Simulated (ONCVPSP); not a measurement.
bismuth, ONCV: configuration errors across variants

| Quantity | Value |
| --- | --- |
| Element | Bi (Z = 83) |
| Generator | ONCVPSP 4.0.1 |
| Type | optimised norm-conserving Vanderbilt (ONCV) |
| Functional | BLYP |
| Relativity | scalar-relativistic |
| Frozen core | [Kr] 4d10 4f14 |
| Valence charge | 23 |
| Reference configuration | 5s2 5p6 5d10 6s2 6p3 |
| Partial waves | 5s+6s: rc 1.10 bohr, ncon 3, nbas 8, qcut 9.8 1/bohr, 3 projectors, debl 3.7 Ha; 5p+6p: rc 1.60 bohr, ncon 5, nbas 8, qcut 9.9 1/bohr, 2 projectors; 5d: rc 1.45 bohr, ncon 4, nbas 9, qcut 9.9 1/bohr, 3 projectors, debl 3.8 Ha |
| Local potential | polynomial inside 1.00 bohr (lpopt 5, dvloc0 -1 Ha) |
| Core correction | Teter function, fcfact 4.75, rcfact 1.45 |

All-electron excitation energies from the reference (eV): (1) 5s2 5p6 5d10 6s2 6p2 7.822; (2) 5s2 5p6 5d10 6s2 6p1 23.044; (3) 5s2 5p6 5d10 6s2 6p0 46.461; (4) 5s2 5p6 5d9 6s2 6p3 33.084.

Errors AE − PS in meV (a dash: test not solved or not reliable):

```csv
change,(1),(2),(3),(4),bound ghosts,GHOST(+) flags above zero
base,-3.6,-11,-24,-19,none,s
"core correction Teter function, parameters optimised by the program",-3.5,-11,-23,-16,none,s
d: nbas 7,-3.6,-11,-24,-19,none,s
p: qcut 6.7,-3.6,-11,-25,-18,none,s
"core correction Teter function, fcfact 4.75, rcfact 0.98",-3.5,-11,-23,-12,none,s
"local potential polynomial inside 1.10 bohr (lpopt 4, dvloc0 0 Ha)",-3.5,-11,-24,-19,none,s
```

Q: Give the same row for: local potential polynomial inside 1.00 bohr (lpopt 5, dvloc0 6.5 Ha).

A: -3.5, -11, -24, -19; bound ghosts: none; GHOST(+) flags above zero: s.
